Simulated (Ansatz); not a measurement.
A made-up structure of Al2BH5O, singlet:

```json
{"atom": "B1", "x (Å)": "-0.1470", "y (Å)": "2.0185", "z (Å)": "-0.9342"}
{"atom": "Al2", "x (Å)": "0.4064", "y (Å)": "0.0640", "z (Å)": "-0.3146"}
{"atom": "O3", "x (Å)": "1.8493", "y (Å)": "-0.5537", "z (Å)": "-0.9928"}
{"atom": "Al4", "x (Å)": "-0.9150", "y (Å)": "-1.4451", "z (Å)": "1.3791"}
{"atom": "H5", "x (Å)": "-0.8908", "y (Å)": "2.2224", "z (Å)": "-1.8545"}
{"atom": "H6", "x (Å)": "0.1976", "y (Å)": "3.0065", "z (Å)": "-0.3452"}
{"atom": "H7", "x (Å)": "2.1771", "y (Å)": "-1.4285", "z (Å)": "-0.7895"}
{"atom": "H8", "x (Å)": "2.6794", "y (Å)": "-1.0250", "z (Å)": "-1.1652"}
{"atom": "H9", "x (Å)": "-2.0766", "y (Å)": "-0.8794", "z (Å)": "2.3166"}
```

It is relaxed with PBE-D4/def2-SVP and then PBE0-D4/def2-TZVP (Ansatz 0.2.0). Atoms count as bonded within 1.22 times the sum of their covalent radii (H–H: 0.88 Å). The end point is not checked to be a true minimum.

Q: Does its bonding change? (Judge from chemistry; the calculation decides.)

A: Computed: Yes. Formed: none; broken: H7–H8.

Where it ends: The first stage lowers the energy by 4.74 eV in 13 steps. It ends as a complex of AlBH₄O ([BH2][Al][OH2]) + AlH:
```
atom    x (Å)    y (Å)    z (Å)
  B1   0.1153   2.1942  -1.1961
 Al2  -0.0642   0.4142  -0.0932
  O3   1.4867  -0.5895  -0.6775
 Al4  -0.3914  -1.8221   1.3667
  H5  -0.4911   2.3746  -2.2190
  H6   0.6017   3.1882  -0.7246
  H7   1.4929  -1.4747  -0.2026
  H8   2.2143  -0.4459  -1.2942
  H9  -1.6837  -1.8594   2.3403
```

Labels in which every atom is bracketed show which atoms are joined, not bond orders.

For scale, one of the runs: PBE0-D4/def2-TZVP relaxation, 166 basis functions, launched by `ansatz run in.yaml --threads 2 --pin off --events-out ev --progress --plain --max-ram 4352MiB`. Hardware: 2 CPU threads of an Arm Neoverse V1, shared host. Wall time about 41 s.
